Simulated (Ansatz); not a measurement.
This geometry of CH3AlF2 + H2 (9 atoms, charge 0, multiplicity 1) is a first-order saddle point.

Level of theory: RKS PBE-D4/6-31G* (Ansatz).

```xyz
9
Properties=species:S:1:pos:R:3
Al -0.775 -0.124 -0.725
C 0.904 0.219 0.465
F -0.523 -1.340 -1.832
F -1.542 1.280 -1.181
H -0.435 -0.376 0.876
H -1.456 -0.750 0.773
H 0.943 0.781 1.414
H 1.279 0.938 -0.298
H 1.605 -0.629 0.507
```

Which two structures does it join? (They come from a converged band through this point; their orientation in space is the band's.)

Bonds broken: Al1–C2, H5–H6. Bonds formed: Al1–H6, C2–H5. CH3AlF2 + H2 becomes AlF2H + CH4.

Initial state:

```xyz
9
Properties=species:S:1:pos:R:3
Al -0.417 0.152 -0.814
C 1.202 0.456 0.222
F -0.703 -1.275 -1.637
F -1.550 1.355 -1.049
H -1.549 -0.857 1.257
H -1.583 -1.396 0.729
H 1.007 1.133 1.071
H 1.988 0.922 -0.397
H 1.606 -0.491 0.617
```

Final state:

```xyz
9
Properties=species:S:1:pos:R:3
Al -1.086 -0.348 -0.938
C 0.883 0.275 0.813
F -0.113 -1.363 -1.838
F -1.254 1.224 -1.475
H 0.330 -0.093 1.689
H -2.046 -0.927 0.176
H 1.865 0.662 1.128
H 0.343 1.119 0.343
H 1.078 -0.550 0.102
```

How far does it lie above each of them?

1.40 eV above the first and 1.73 eV above the second. This is the barrier of this one path; another mechanism may lie lower. The orbitals stay closed-shell, which can raise the energy where a bond breaks towards radicals; this wasn't checked here.

The run took 110 s on 2 threads of Intel(R) Xeon(R) Platinum 8488C (Sapphire Rapids) (shared host), peak memory 0.17 GiB.
